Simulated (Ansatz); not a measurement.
Cartesian coordinates (Å):
```xyz
7

O     -0.6440     0.9785     0.9297
Si    -0.2933    -0.4273     0.1576
S      1.0151    -0.1807    -1.5089
H     -0.9680     1.7053     0.3946
H     -1.4911    -1.0582    -0.4512
H      0.3102    -1.2819     1.2013
H      2.0587     0.2283    -0.7668
```
Charge 0, spin multiplicity 1.

Computed with frozen-core CCSD(T)/def2-TZVPP // PBE0-D4/def2-TZVP (Ansatz, a quantum-chemistry and plane-wave program).

```yaml
HF energy: -763.79589 Ha
MP2 correlation energy: -0.54609 Ha
```

Estimate the CCSD correlation energy, the (T) correction, the total energy and the T1 diagnostic.


The CCSD correlation energy is -0.58201 Ha and the (T) correction comes out as -0.02201 Ha. The CCSD(T) total energy is -764.39991 Ha and the T1 diagnostic comes out as 0.011.
